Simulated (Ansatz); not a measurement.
Reaction (atomization): `[NH2][Al]([NH2])[NH2]` → Al• + 6 H• + 3 N•

Program: Ansatz. Geometries: PBE0-D4/def2-TZVP. ΔE: electronic, gas phase. CCSD(T)/CBS is the MP2 limit (def2-TZVPP, def2-QZVPP) plus CCSD(T) − MP2 in def2-TZVPP, frozen cores. This one scheme is used for every species, atoms too. DFT in def2-TZVPP. B3LYP here is the variant with VWN-RPA as its local correlation; programs differ in this. HSE06 is defined as in plane-wave codes. Open shells (•) are unrestricted, without spin–orbit coupling. Spin–orbit coupling would lower the free atoms: a little for Al. Each species was taken in one conformer, which may not be the lowest.

```tsv
level	ΔE (kJ/mol)	difference from CCSD(T)/CBS
ωB97M-V	3488.0	9.2
B2PLYP	3439.4	-39.4
B3LYP	3463.8	-15.0
r2SCANh	3410.6	-68.2
HSE06	3427.1	-51.7
CAM-B3LYP	3491.9	13.1
CCSD/def2-SVP	3128.8	-350.0
HF/def2-QZVPP	2339.2	-1139.6
MP2/def2-QZVPP	3472.9	-5.9
SCS-MP2/def2-QZVPP	3509.3	30.5
CCSD(T)/CBS	3478.8	0
```

Largest T1 diagnostic among the species: 0.018.

From r2SCAN to r2SCAN0 (25 % exact exchange), in def2-TZVPP and without D4, ΔE moves by −65.6 kJ/mol: exact exchange takes away binding that semilocal exchange gives to molecules. At CCSD(T), def2-SVP lies −319.6 kJ/mol from the extrapolated value and def2-TZVPP −129.2 kJ/mol: correlation converges slowly with the basis, and small sets miss more of it in the bonded molecule than in its fragments. The D4 term adds +25.0 kJ/mol with B3LYP and +13.2 kJ/mol with PBE0; it sums over pairs of atoms, weighted by their polarisabilities, and B3LYP, whose exchange is more repulsive, gets the larger term.

For atomizations the MP2-based limit and the directly extrapolated one differ by several kJ/mol either way, and by 10 to 25 for some Ge, Se and Sn compounds, so smaller differences from it don't rank the levels.
